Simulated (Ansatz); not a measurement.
```yaml
crystal:
  periodic: [false, false, false]
  atoms:
    - {symbol: C, position_ang: [-0.766608, -3.602899, -0.136146]}
    - {symbol: B, position_ang: [-0.087151, -0.234934, 0.015663]}
    - {symbol: C, position_ang: [3.102851, 1.025020, -0.317908]}
    - {symbol: N, position_ang: [-2.487378, 1.747862, 0.476920]}
    - {symbol: C, position_ang: [-3.646383, 4.090161, 0.755422]}
    - {symbol: O, position_ang: [-4.927133, 6.291382, 1.047050]}
    - {symbol: H, position_ang: [-1.205085, -4.146660, -2.451604]}
    - {symbol: H, position_ang: [-2.722373, -4.245306, 1.099683]}
    - {symbol: H, position_ang: [1.097046, -4.966185, 0.528064]}
    - {symbol: H, position_ang: [4.150738, 0.928223, 1.858771]}
    - {symbol: H, position_ang: [4.470758, -0.322401, -1.765065]}
    - {symbol: H, position_ang: [3.190121, 3.314297, -1.036050]}
basis:
  gaussian: {orbitals: cc-pVTZ-DK, point_charges: [{charge: -1.00, position_ang: [6.083, 0.662, -0.961]}]}
hamiltonian: {xc: {name: revPBE0}, dispersion: d4}
accuracy: high
output: {forces: true}
```

```sh
$ ansatz run in.yaml --threads 4 --pin off --events-out ev --progress --plain --max-ram 10444MiB
```

Shortened log:

```
Functional definition: revPBE0
4056 factors; integrals over basis functions are off by at most 2.6e-7 eV
mean field evaluation 1: about -7217.7924 eV, gradient 1.4e2 eV
mean field evaluation 2: about -4806.0294 eV, gradient 5.9e2 eV
mean field evaluation 4: about -6976.4679 eV, gradient 2.1e2 eV
mean field evaluation 8: about -7353.9313 eV, gradient 4.3e1 eV
mean field evaluation 16: about -7365.1041 eV, gradient 1.7e1 eV
mean field evaluation 32: about -7366.4661 eV, gradient 4.8e-2 eV
mean field evaluation 64: about -7366.4543 eV, gradient 3.0e-1 eV
mean field evaluation 128: about -7366.1613 eV, gradient 1.0e-1 eV
mean field -7366.46617364 eV, -270.7126387113 hartree, gradient 3.0e-8 eV, S^2 0.000000; 10 other end points of the search recorded, 0 dependent functions left out
reference -7366.46618025 eV, -270.7126389540 hartree; 22, 22 occupied and 242, 242 virtual orbitals, 4056 factors
Total energy: -7366.74785698 eV, -270.7229903830 hartree
Relativity: scalar
Atom 0 at    -0.766608    -3.602899    -0.136146 Å, force    -0.350349    -1.473269    -0.306836 eV/Å
Atom 1 at    -0.087151    -0.234934     0.015663 Å, force    -0.550787     0.358064     0.108426 eV/Å
Atom 2 at     3.102851     1.025020    -0.317908 Å, force     2.297604     0.835790     0.081190 eV/Å
Atom 3 at    -2.487378     1.747862     0.476920 Å, force    -0.366226     0.968300     0.093488 eV/Å
Atom 4 at    -3.646383     4.090161     0.755422 Å, force    -0.211347     0.941019     0.074383 eV/Å
Atom 5 at    -4.927133     6.291382     1.047050 Å, force     1.379718    -2.715350    -0.329561 eV/Å
Atom 6 at    -1.205085    -4.146660    -2.451604 Å, force     0.371630     0.424375     2.035555 eV/Å
Atom 7 at    -2.722373    -4.245306     1.099683 Å, force     1.765923     0.502313    -1.116830 eV/Å
Atom 8 at     1.097046    -4.966185     0.528064 Å, force    -1.692224     1.161896    -0.585033 eV/Å
Atom 9 at     4.150738     0.928223     1.858771 Å, force    -1.038891     0.100543    -1.966823 eV/Å
Atom 10 at     4.470758    -0.322401    -1.765065 Å, force    -0.134377     1.670386     1.652457 eV/Å
Atom 11 at     3.190121     3.314297    -1.036050 Å, force    -0.183095    -2.167878     0.711030 eV/Å
Dipole moment:     4.356927    -0.517903    -0.801414 e Å
```

In this input the geometry is stretched to more than twice its size. The calculation finished and met its thresholds. The result belongs to that input, not to the molecule as meant.
